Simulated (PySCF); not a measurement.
Two species compared at the same levels of theory.

First species: C5H9N3Si.
SMILES: `n1(c(cnn1)C1CC1)[SiH3]`

Second species: C₆H₁₄Si.
SMILES: `C/C=C/C(C)(C)[SiH3]`

Levels: PBE0/pcSseg-1 for dipole moment, HOMO energy, LUMO energy and HOMO–LUMO gap; GFN2-xTB for rotational constant A and rotational constant C. Geometries: GFN2-xTB. All species are isolated and taken at one optimised geometry, non-relativistic unless stated. Electronic properties by PySCF.

Dipoles, sizes and rotational constants follow the conformer. The torsions of the flexible species, by atom-mapped SMILES:
- `[SiH3:1][n:2]1[n:3][n:4][cH:5][c:6]1[CH:7]1[CH2:8][CH2:9]1`: C5–C6–C7–C8 35°
- `[CH3:1]/[CH:2]=[CH:3]/[C:4]([CH3:5])([CH3:6])[SiH3:7]`: C2–C3–C4–C5 136°

```csv
property,column X,column Y
dipole moment,0.54 D,4.94 D
HOMO energy,-6.75 eV,-6.95 eV
LUMO energy,0.39 eV,-0.09 eV
HOMO–LUMO gap,7.14 eV,6.86 eV
rotational constant A,2.948 GHz,2.113 GHz
rotational constant C,1.128 GHz,0.802 GHz
```

Which column belongs to which species?

Column X is the second species and column Y the first. The first has 18 atoms and 74 electrons, the second 21 and 64.

How does each property change from the first species to the second?

dipole moment -4.40 D; HOMO energy +0.20 eV; LUMO energy +0.48 eV; HOMO–LUMO gap +0.28 eV; rotational constant A +0.835 GHz; rotational constant C +0.326 GHz.

On the first: A dipole of 4.94 D is allowed in Cs, and pure rotational transitions are dipole-allowed. In atomic units the dipole is 1.94 e·bohr (1 au = 2.5417 D).

On the second: In atomic units the dipole is 0.21 e·bohr (1 au = 2.5417 D).
